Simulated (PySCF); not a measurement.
# Two-component Hartree-Fock for Hf²⁺ (hafnium, charge +2)

Start: [Xe] 4f14 5d1 6s1; 5d5/2 filled at m_j = +5/2; 6s1/2 filled at m_j = +1/2. Calculated with PySCF 2.14 in x2c-SVPall-2c with one added diffuse shell each of s, d type (8s9p10d2f, 99 functions): generalised Hartree-Fock with the X2C-1e Hamiltonian and a Gaussian nucleus; one run each with spin-orbit coupling (SO) switched off, then screened by Boettger's factors. This is a chosen level, not necessarily the ground level.

```tsv
spinor shell	electrons	ε, spin-free (eV)	ε, screened SO (eV)	weight of nominal j (screened SO)	rms radius, screened SO (bohr)
1s1/2	2	-65707.2	-65689.1	1.000	0.0215
2s1/2	2	-11390.6	-11385.1	1.000	0.0869
2p1/2	2	-10005.9	-10855.3	1.000	0.0740
2p3/2	4	-10005.9	-9657.3	1.000	0.0812
3s1/2	2	-2669.9	-2668.1	1.000	0.222
3p1/2	2	-2248.7	-2433.2	1.000	0.214
3p3/2	4	-2248.7	-2171.9	1.000	0.228
3d3/2	4	-1745.3	-1778.3	1.000	0.202
3d5/2	6	-1745.3	-1721.9	1.000	0.206
4s1/2	2	-583.73	-583.31	1.000	0.498
4p1/2	2	-442.99	-485.56	1.000	0.508
4p3/2	4	-442.99	-425.31	1.000	0.541
4d3/2	4	-257.56	-264.16	1.000	0.571
5s1/2	2	-98.978	-99.004	1.000	1.22
5p1/2	2	-61.921	-67.063	0.995	1.42
5p3/2	4	-61.921	-59.860	0.997	1.46
4f5/2	6	-50.219	-51.059	0.995	0.739
4f7/2	8	-50.219	-49.428	0.996	0.745
5d5/2	1	-24.008	-23.752	1.000	2.27
6s1/2	1	-21.325	-21.353	0.998	3.35
```

(1) Where does 4d5/2 lie, and what is the 4d spin-orbit splitting (screened SO)?

```tsv
quantity	spin-free	screened SO
E (hartree)	-15065.51855	-15081.25771
M_J	3	3
⟨J²⟩	12.012	12.010
⟨L²⟩	6.011	6.099
⟨S²⟩	2.001	2.089
```

Each row is a mean over spinors that exchange with the open shell spreads, by up to 3.353 eV (5p3/2).

Breit and QED terms are absent; they matter most for the inner s and p1/2 levels.

Densities and radii are taken from the X2C orbitals without a picture-change correction, which distorts them close to the nucleus.

Without spin-orbit coupling the j labels of p, d and f shells carry no meaning; the spin-free column gives the mean over the occupied spinors of each nl shell.

## Answers

(1) At -252.93 eV, 11.233 eV above 4d3/2.
